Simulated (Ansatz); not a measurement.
`C[O][Bi]([F])[Cl]` + HCl → `C[O][Bi]([Cl])[Cl]` + H–F at 500 K and 1 bar (ligand exchange at a Bi–F bond).

Isolated molecules relaxed with PBE0-D4/def2-TZVP in Ansatz; ΔE leaves out vibrations. CBS: MP2 limit from def2 TZ/QZ plus the TZ coupled-cluster correction, frozen cores. This one scheme is used for every species. Elements past krypton have def2 core potentials. For Bi outer-core shells are correlated without core-valence functions, which leaves a few kJ/mol of doubt a bond. One conformer a species, not always the lowest.

| species | CCSD(T)/CBS energy (Eh) | H − E (kJ/mol) | S (J/(mol·K)) |
| --- | --- | --- | --- |
| `C[O][Bi]([F])[Cl]` | -888.84962 | 161.2 | 441.6 |
| HCl | -460.38127 | 32.5 | 201.9 |
| `C[O][Bi]([Cl])[Cl]` | -1248.84930 | 160.5 | 452.1 |
| H–F | -100.39570 | 39.4 | 188.7 |

H − E and S are ideal-gas, rigid-rotor, harmonic terms from PBE0-D4/def2-TZVP, for one conformer and one mirror image of each species. 1 Eh = 2625.50 kJ/mol, R = 8.31446 J/(mol·K).

Problem. By hand: ΔE, ΔH, ΔS and ΔG.

Solution. ΔE = (-1248.84930) + (-100.39570) − (-888.84962) − (-460.38127) = -0.01411 Eh = -37.0 kJ/mol. Δ(H − E) = 160.5 + 39.4 − 161.2 − 32.5 = 6.2, so ΔH = -30.8 kJ/mol. ΔS = 452.1 + 188.7 − 441.6 − 201.9 = -2.7 J/(mol·K). ΔG = -30.8 − 500 × (-2.7)/1000 = -29.4 kJ/mol.

Problem. By hand: the equilibrium constant, and the temperature at which ΔG would vanish if ΔH and ΔS stayed fixed.

Solution. log₁₀ K = −ΔG/(RT ln 10) = 3.1. ΔG = 0 at ΔH/ΔS = 11407 K, far beyond where these terms or the molecules hold.

The number of gas molecules stays the same, so ΔS is small and ΔH decides. A doubt of 5 kJ/mol in ΔE shifts log₁₀ K by 0.5 here. Other conformers and mirror images would add mixing entropy, several J/(mol·K) or more a flexible species. These are equilibria of isolated gas molecules and say nothing of rates. Largest T1 diagnostic: 0.015 (customary marks: 0.02 for closed shells, 0.045 for open ones).
